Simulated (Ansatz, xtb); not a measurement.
Isomers of C3H7NO2Si in order of energy

3 gas-phase structures of C3H7NO2Si, from a drawn sample of its isomers (lower ones may exist). Each was relaxed with GFN2-xTB; where two conformers were screened, the lower at r2SCAN-D4/def2-SVP is listed:

A. `CO[SiH2]OCC#N`, a singlet
B. `C[C@H](C#N)O[SiH2]O`, a singlet
C. `C=C1CO[Si@H](N)O1`, a singlet

Question: Estimate their order in r2SCAN-D4/def2-SVP energy at these geometries, lowest first.

Answer: Calculated order at r2SCAN-D4/def2-SVP: C (0.0), B (94.8), A (168.7) kJ/mol.

Energies above the lowest of each column, in kJ/mol; the last columns are at PBE-D3(BJ)/def2-SVP geometries and were run for some of them only (a dash: not run or not comparable):

```tsv
structure	GFN2-xTB	HF/STO-3G	r2SCAN-D4/def2-SVP	PBE-D3(BJ)/def2-SVP	CCSD(T)/def2-SVP + ΔMP2/def2-TZVPP
C	0.0	0.0	0.0	0.0	0.0
B	74.8	110.0	94.8	85.6	63.0
A	108.6	120.6	168.7	–	–
```

Every level run on C puts it lowest or level with the lowest. Some further structures that were screened fall inside this span and aren't listed. Flexible structures stand in one conformer each, not always the lowest. Frequencies (GFN2-xTB) were run for B, C alone. The ΔMP2 step shifts differences by up to 25.5 kJ/mol, which makes them less sure. ΔMP2 is the change of the MP2 energy from the smaller to the larger basis.

Programs: Ansatz 0.2.0, xtb 6.7.1.
